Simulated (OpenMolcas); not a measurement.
Pt6+ (d4) among equal point charges was computed by CASSCF with the d shell active (OpenMolcas, ANO-RCC-VDZP on the metal). Its lowest spin-free states, and all those of the highest spin:

| 2S+1 | Degeneracy | E (cm-1) |
| --- | --- | --- |
| 5 | 1 | 0.0 |
| 5 | 1 | 10073 |
| 5 | 1 | 13971 |
| 5 | 2 | 17315 |
| 3 | 2 | 20010 |
| 3 | 1 | 22681 |
| 3 | 1 | 22690 |
| 3 | 1 | 25148 |
| 3 | 2 | 26458 |
| 3 | 1 | 27091 |
| 3 | 1 | 27977 |
| 1 | 1 | 28899 |

Q: Is the site octahedral, tetrahedral or cube-like, axial, or of lower symmetry?

A: The states with 2S+1 = 5 have orbital degeneracies 1, 1, 1, 2. There are pairs but no triples, so the site is axial: not cubic, but with a proper or improper axis of order three or more. The run had Pt6+ among 5 point charges of -2 e arranged as a square pyramid (C4v), 1.8 Å from the ion, with the axial distance 1.656 Å.

Spin-orbit coupling mixes the spin-free states strongly: the lowest level takes only 38 % from its leading state, 2S+1 = 5. Without dynamic correlation the repulsion within the d shell is too large (B by tens of per cent), so at a given field states of lower spin stand too high. Point charges give a weaker field than real ligands, and real ions of this kind are as a rule low spin; the high spin found here belongs to the model. This is an electrostatic model: the charges have no orbitals. An unlabelled pair can be two single states that coincide in this model. No measured value stands beside these numbers.
